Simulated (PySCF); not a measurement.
Work out the structure from these simulated measurements.

Formula: C4H10N2Si2.

| Item | Value |
| --- | --- |
| 1H NMR | chemical shifts (computed TMS as zero) by class: 7.15 (1 H), 7.11 (1 H), 5.05 (3 H), 3.95 (3 H), 2.43 (2 H) ppm [GIAO PBE0/pcSseg-1] |
| Polarisability | 110.5 au [PBE0/def2-SVPD] |
| Dipole | 3.58 D [PBE0/def2-SVPD] |
| Rotational structure | rotational constants A, B, C: 1.839, 1.180, 0.799 GHz [GFN2-xTB] |
| 13C NMR | chemical shifts (computed TMS as zero) by class: 143.3 (1 C), 136.1 (1 C), 135.3 (1 C), 8.9 (1 C) ppm [GIAO PBE0/pcSseg-1] |
| UV, strongest line | among the 6 lowest singlet transitions: S3 at 5.84 eV (212 nm, f = 0.127) [TDDFT PBE0/def2-SVPD] |

The electronic properties come from PySCF, for the isolated species, density fitting. Levels stand in brackets. One conformer (not necessarily the lowest) at the GFN2-xTB geometry, without solvent, vibrations or thermal averaging. Each NMR value is the plain mean over a class of atoms that symmetry, rotation or inversion makes alike.

**Question.** Give a SMILES that accounts for the data.

**Answer.** Numbering: `[SiH3:1][CH2:2][c:3]1[cH:4][n:5][cH:6][n:7]1[SiH3:8]`. Its formula, C4H10N2Si2, gives 3 degrees of unsaturation: 1 ring and 2 π bonds in the structure found (Kekulé form). 4 carbons fall into 4 classes; from least to most shielded: aromatic CH next to a ring nitrogen [C6] (143.3 ppm), substituted aromatic carbon [C3] (136.1 ppm), aromatic CH next to a ring nitrogen [C4] (135.3 ppm), chain sp3 carbon bound to silicon [C2] (8.9 ppm). Hydrogen classes from least to most shielded: 1 H on an aromatic CH next to a ring nitrogen, C4 (7.15 ppm), 1 H on an aromatic CH next to a ring nitrogen, C6 (7.11 ppm), 3 H on an SiH3 silicon, Si8 (5.05 ppm), 3 H on an SiH3 silicon, Si1 (3.95 ppm), 2 H on an sp3 carbon bound to silicon, C2 (2.43 ppm, a mean of values up to 0.6 ppm apart in this geometry). The optimised geometry has point group C1 and is an asymmetric top. Structure: `[SiH3]Cc1cncn1[SiH3]`. Computed isomers that give other values at the same levels: `C=C[Si@@H](CC#N)[SiH2]N` (rotational constant A: 1.735 GHz; this holds for the one conformer computed); `N#C[SiH2]N([SiH3])C1CC1` (static isotropic polarisability: 103.7 au). The assignments are read from this structure; whether some other isomer fits the data as well wasn't checked.

The values belong to the conformer `[SiH3:1][CH2:2][c:3]1[cH:4][n:5][cH:6][n:7]1[SiH3:8]`: Si1–C2–C3–C4 84°.
